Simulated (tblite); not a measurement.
Compound: C7H14BN.
Atom-mapped SMILES: `[NH2:1][BH:2][C:3]1([CH2:4][CH:5]2[CH2:6][CH2:7]2)[CH2:8][CH2:9]1` (hydrogens: H10, H11 on N1; H12 on B2; H13, H14 on C4; H15 on C5; H16, H17 on C6; H18, H19 on C7; H20, H21 on C8; H22, H23 on C9)

Computed with GFN2-xTB (tblite), gas phase: L-BFGS steps from a force-field or distance-geometry start until the largest atomic force falls under 0.01 eV/Å.

Step 68: E = -714.5863 eV
```
atom  x, y, z in Å  |  force x, y, z in eV/Å
N1      2.6663    1.2066   -1.0689    0.007   0.054  -0.051
B2      2.4517    0.0931   -0.2768   -0.003   0.030   0.006
C3      1.0008   -0.3693    0.1253    0.004   0.030   0.039
C4     -0.1417    0.3124   -0.6283    0.016  -0.011  -0.002
C5     -1.5464   -0.1803   -0.3632   -0.010   0.028  -0.067
C6     -2.4016    0.4472    0.6940    0.013  -0.014  -0.001
C7     -2.7118    0.6837   -0.7537   -0.025  -0.002   0.032
C8      0.8302   -1.7990    0.5862    0.001  -0.025   0.015
C9      0.7858   -0.7008    1.5904   -0.025   0.035  -0.005
H10     3.5814    1.5268   -1.3417   -0.040  -0.033   0.037
H11     1.9355    1.7945   -1.4371    0.009  -0.071   0.021
H12     3.3956   -0.4910    0.1015    0.007  -0.029   0.031
H13    -0.1027    1.3816   -0.3962   -0.037  -0.007  -0.015
H14     0.0571    0.1965   -1.6996   -0.010   0.016  -0.028
H15    -1.6895   -1.2404   -0.5384    0.022   0.032   0.027
H16    -3.0662   -0.1838    1.2658    0.007   0.025   0.021
H17    -1.9882    1.2725    1.2553   -0.014  -0.022   0.018
H18    -2.5265    1.6682   -1.1599    0.048  -0.056   0.011
H19    -3.5838    0.2040   -1.1738    0.005   0.023  -0.002
H20    -0.0901   -2.3132    0.3593    0.007  -0.015  -0.007
H21     1.6931   -2.4472    0.5711    0.035   0.022  -0.024
H22    -0.1701   -0.4577    2.0280   -0.010   0.021  -0.015
H23     1.6163   -0.5775    2.2710   -0.007  -0.030  -0.042
```

Step 69: E = -714.5873 eV
```
atom  x, y, z in Å  |  force x, y, z in eV/Å
N1      2.6647    1.2013   -1.0809    0.028  -0.054   0.032
B2      2.4527    0.0972   -0.2711    0.009   0.091  -0.029
C3      1.0014   -0.3668    0.1296    0.021   0.017   0.063
C4     -0.1417    0.3177   -0.6215    0.043  -0.024   0.003
C5     -1.5461   -0.1764   -0.3587   -0.001   0.017  -0.055
C6     -2.4052    0.4509    0.6947   -0.007   0.004  -0.011
C7     -2.7123    0.6839   -0.7540   -0.002  -0.004   0.013
C8      0.8347   -1.8005    0.5818    0.001  -0.004   0.012
C9      0.7840   -0.7085    1.5930   -0.024   0.027  -0.038
H10     3.5791    1.5231   -1.3540   -0.040  -0.031   0.035
H11     1.9314    1.7782   -1.4578   -0.024  -0.036  -0.004
H12     3.3987   -0.4760    0.1216   -0.015  -0.017   0.018
H13    -0.0998    1.3858   -0.3850   -0.050  -0.004  -0.016
H14     0.0579    0.2056   -1.6930   -0.014   0.015  -0.029
H15    -1.6858   -1.2372   -0.5288    0.018   0.013   0.015
H16    -3.0730   -0.1783    1.2640    0.012   0.013   0.036
H17    -1.9962    1.2793    1.2533   -0.005  -0.010   0.041
H18    -2.5226    1.6665   -1.1619    0.031  -0.042   0.005
H19    -3.5819    0.2025   -1.1767    0.002   0.025  -0.003
H20    -0.0821   -2.3171    0.3473   -0.003  -0.015  -0.002
H21     1.7002   -2.4453    0.5633    0.035   0.026  -0.019
H22    -0.1750   -0.4708    2.0276    0.002   0.019  -0.012
H23     1.6120   -0.5882    2.2776   -0.019  -0.026  -0.053
```

Problem. Estimate the geometry and energy of step 70. (The exact step hangs on the optimiser's Hessian estimate; all steps are aligned on step 69, rigid shifts and turns removed.)

Solution. E = -714.5884 eV, largest force 0.061 eV/Å
```
atom  x, y, z in Å  |  force x, y, z in eV/Å
N1      2.6654    1.1964   -1.0868   -0.015  -0.027   0.014
B2      2.4546    0.1006   -0.2673   -0.015   0.056  -0.003
C3      1.0021   -0.3644    0.1326    0.037   0.016   0.041
C4     -0.1413    0.3212   -0.6177    0.048  -0.021   0.002
C5     -1.5458   -0.1734   -0.3560    0.018  -0.006  -0.021
C6     -2.4075    0.4530    0.6957   -0.019   0.016  -0.001
C7     -2.7130    0.6837   -0.7525    0.020  -0.004  -0.021
C8      0.8384   -1.8008    0.5787    0.001   0.004  -0.005
C9      0.7810   -0.7124    1.5933   -0.014   0.018  -0.037
H10     3.5782    1.5219   -1.3595   -0.028  -0.026   0.026
H11     1.9274    1.7620   -1.4728    0.005  -0.031   0.000
H12     3.4004   -0.4673    0.1327   -0.011  -0.017   0.025
H13    -0.0976    1.3887   -0.3788   -0.058  -0.002  -0.018
H14     0.0569    0.2112   -1.6898   -0.009   0.012  -0.025
H15    -1.6822   -1.2347   -0.5206    0.011  -0.012   0.000
H16    -3.0783   -0.1749    1.2618    0.016  -0.006   0.057
H17    -2.0028    1.2833    1.2535    0.004   0.000   0.056
H18    -2.5169    1.6641   -1.1601    0.008  -0.005  -0.018
H19    -3.5810    0.2022   -1.1775   -0.003   0.027  -0.007
H20    -0.0755   -2.3195    0.3381   -0.007  -0.019  -0.002
H21     1.7069   -2.4418    0.5577    0.026   0.029  -0.008
H22    -0.1803   -0.4778    2.0242    0.002   0.014  -0.005
H23     1.6063   -0.5945    2.2815   -0.018  -0.017  -0.048
```

The energy changes by -0.0011 eV. The first-order estimate −F·Δx gives -0.0016 eV and the mean of the old and new forces, exact on a quadratic surface, -0.0011 eV. The step makes an angle of 80° with the force vector and moves no atom by more than 0.022 Å.

What follows is the cost of the whole relaxation. Time: 2.1 s of wall time. Hardware: one thread of an Arm Neoverse N1, shared host with 64 logical CPUs at a one-minute load of 56.
